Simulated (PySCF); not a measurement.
# Correlation energy of Ni+ (nickel, charge +1)

[Ar] 3d8 4p1, one real determinant (an excited configuration). Calculation: PySCF 2.14, in def2-TZVPPD (6s6p4d2f1g, 67 functions); the non-relativistic Hamiltonian (point nucleus). Frozen: [Ne]; 17 electrons correlated.

MP2 pair energies summed by pair of shells (mhartree):

| pair | energy | share (%) |
| --- | --- | --- |
| 3d-3d | -250.15 | 42.2 |
| 3p-3d | -203.41 | 34.3 |
| 3p-3p | -51.41 | 8.7 |
| 3s-3d | -42.39 | 7.1 |
| 3s-3p | -25.88 | 4.4 |
| 3d-4p | -13.31 | 2.2 |
| 3s-3s | -3.93 | 0.7 |
| 3p-4p | -2.71 | 0.5 |
| 3s-4p | -0.28 | 0.0 |

Total MP2 correlation energy: -593.47 mhartree.

Same-spin part -194.86 and opposite-spin part -398.61 mhartree; SCS-MP2 scales them by 1/3 and 6/5 to -543.28 mhartree.

The reference is one real determinant that mixes LS terms of this configuration.

This basis was not built for core-valence correlation, so the inner-shell part is incomplete.
